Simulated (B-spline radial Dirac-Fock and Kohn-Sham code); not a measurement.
## EELS cross sections of the W N3 edge

System: neutral tungsten in the configuration [Xe] 4f14 5d4 6s2. These are calculated numbers from an atomic code on a B-spline grid; the model is the first Born approximation with generalised oscillator strengths from a Dirac-Hartree-Slater potential (longitudinal and transverse terms; continuum final states only, so no white lines or fine structure). The edge is taken at 423.6 eV (tabulated value).

The run's input, task.json:

```json
{"items": [{
  "Z": 74,
  "q": 0,
  "cfg": [[1, 0, 2], [2, 0, 2], [2, 1, 6], [3, 0, 2], [3, 1, 6], [3, 2, 10], [4, 0, 2], [4, 1, 6], [4, 2, 10], [4, 3, 14], [5, 0, 2], [5, 1, 6], [5, 2, 4], [6, 0, 2]],
  "A": 184,
  "rrms": 5.3658,
  "do": "eels",
  "beams": [[60, 10], [60, 50], [80, 5], [80, 100], [100, 50], [120, 5], [120, 10], [120, 20], [120, 50], [200, 10], [200, 50], [200, 100], [300, 5], [300, 100]],
  "edges": {"N3": 423.61}
}]}
```

Run with: `python xray2_run.py task.json out`

Partial cross sections σ(β, Δ) in barn, integrated over a window Δ above the edge and up to the collection semi-angle β, for parallel illumination:

```tsv
E₀ (kV)	β (mrad)	Δ = 25 eV	Δ = 50 eV	Δ = 100 eV	Δ = 200 eV	Δ = 300 eV
60	10	326	620	1100	1790	2220
60	50	796	1510	2740	4700	6180
80	5	174	328	578	916	1120
80	100	802	1560	2860	5000	6790
100	50	?	?	?	?	?
120	5	187	355	631	1020	1270
120	10	302	578	1040	1730	2200
120	20	420	803	1460	2470	3200
120	50	579	1110	2020	3500	4670
200	10	279	534	970	1630	2090
200	50	463	896	1640	2860	3860
200	100	477	929	1710	3010	4090
300	5	198	379	687	1140	1460
300	100	402	783	1440	2540	3440
```

Q: Give the row for 100 kV and 50 mrad.

A: 629 b for 25 eV, 1200 b for 50 eV, 2180 b for 100 eV, 3770 b for 200 eV, 5020 b for 300 eV.
